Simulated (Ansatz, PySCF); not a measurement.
Species: CH6GeO3, charge 1, multiplicity 2. 
Geometry from a B3LYP-D3(BJ)/def2-TZVP (Ansatz, a first-principles code) optimisation:
```xyz
11

C      2.0446    -0.2607    -0.2160
Ge    -0.1572     0.0201     0.0166
O     -0.7573    -0.8243    -1.3738
O     -0.2863     1.7486    -0.0217
O     -0.4368    -0.7355     1.5519
H      2.1385    -0.0297    -1.2727
H      2.3907     0.4853     0.4928
H      2.1187    -1.3034     0.0775
H     -1.0512    -1.7387    -1.2376
H     -0.5166     2.1517    -0.8735
H     -0.4724    -0.1529     2.3266
```
Charge +1, spin multiplicity 2.

Total electronic energies in hartree. Valence correlation only, unless marked. UHF or UKS for open shells. No spin-orbit coupling. Frozen are the shells of the preceding noble gas and the d and f shells that filled before the atom's block. No relativistic terms. Basis-set limits of correlation are two-point, X^-3; Hartree-Fock from the larger set. The bracket is a focal-point correction in the basis named.

```
level                                                     program  energy (Eh)
-------------------------------------------------  --------------  -----------
HF/aug-cc-pVDZ                                             Ansatz  -2341.08569
HF/def2-TZVPD                                               PySCF  -2341.20370
BLYP/def2-TZVPD                                             PySCF  -2344.25297
r2SCAN-D3(BJ)/def2-TZVPD                           Ansatz + dftd3  -2344.11361
B2PLYP-D4/def2-TZVPD                               Ansatz + dftd4  -2343.65696
MP2/aug-cc-pVDZ                                            Ansatz  -2341.91843
RI-MP2/aug-cc-pVTZ                                         Ansatz  -2342.24753
CCSD/6-31G*                                                Ansatz  -2341.53280
RI-MP2/CBS(cc-pVTZ,cc-pVQZ)+[CCSD(T)-MP2]/cc-pVTZ          Ansatz   -2342.4375
```

Totals of different functionals don't rank their quality; only differences between species are comparable.
